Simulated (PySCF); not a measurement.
How methods differ on the ionisation energy of V

V [Ar] 3d3 4s2 [3d3/2^3, M_J = 3/2] → V⁺ [Ar] 3d4 [3d3/2^4, M_J = 0], as a difference of total energies. Computed with PySCF 2.14 in x2c-SVPall-2c with one added diffuse shell each of s, d type (6s5p4d1f, 48 functions), with the two-component X2C-1e Hamiltonian. Correlated levels: [Ne] frozen; the 6 highest virtual spinors dropped. "Screened" scales the spin-orbit matrix elements by Boettger's factors to mimic the two-electron term; Breit and QED terms are absent.

```
                    method  ionisation energy (eV)  error (eV)
           GHF (spin-free)                   6.093      -0.653
          GMP2 (spin-free)                   6.453      -0.293
 GHF (screened spin-orbit)                   6.107      -0.639
GMP2 (screened spin-orbit)                   6.467      -0.279
```

Reference: 6.746 eV (measured; NIST Atomic Spectra Database, ionization energies).

Errors of the correlated levels include the incompleteness of this basis and the frozen core.

The labels give the starting determinants; with spin-orbit coupling the two ends relaxed to ⟨J²⟩ = 6.70, ⟨L²⟩ = 12.01, ⟨S²⟩ = 3.76 and ⟨J²⟩ = 3.96, ⟨L²⟩ = 6.01, ⟨S²⟩ = 6.00.

MP2 underrates the near-degeneracy of ns² with np² in the lower species.

The determinant of V and of V⁺ mixes levels of different J (the jj label is only the starting occupation), so the difference between spin-free and spin-orbit rows is not the physical spin-orbit shift.
